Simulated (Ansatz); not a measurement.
Consider the substitution at a C–Ge bond: `O=[CH][GeH2][SeH]` + `N=C[SiH3]` → `O=C/N=C\[SiH3]` + `[GeH3][SeH]`.

Calculated with Ansatz (gas phase, PBE0-D4/def2-TZVP geometries, no zero-point term in ΔE). CCSD(T)/CBS is the MP2 limit (def2-TZVPP, def2-QZVPP) plus CCSD(T) − MP2 in def2-TZVPP, frozen cores. DFT in def2-TZVPP. B3LYP here is the variant with VWN-RPA as its local correlation; programs differ in this. For Ge, Se outer-core shells are correlated without core-valence functions, which leaves a few kJ/mol of doubt a bond. Scalar relativity is left out up to krypton. Each species was taken in one conformer, which may not be the lowest.

```csv
level,ΔE (eV)
B3LYP,-0.31
HF/def2-QZVPP,-0.37
```

Problem. What does CCSD(T)/CBS give? (Best estimate.)

Solution. The calculation gave: -0.28 eV. The listed levels differ from it by -0.03, -0.09 eV.

Largest T1 diagnostic among the species: 0.017.

In def2-TZVPP, CCSD(T) changes the Hartree–Fock value by +0.07 eV (the triples alone add −0.01 eV) and MP2 by +0.04 eV.
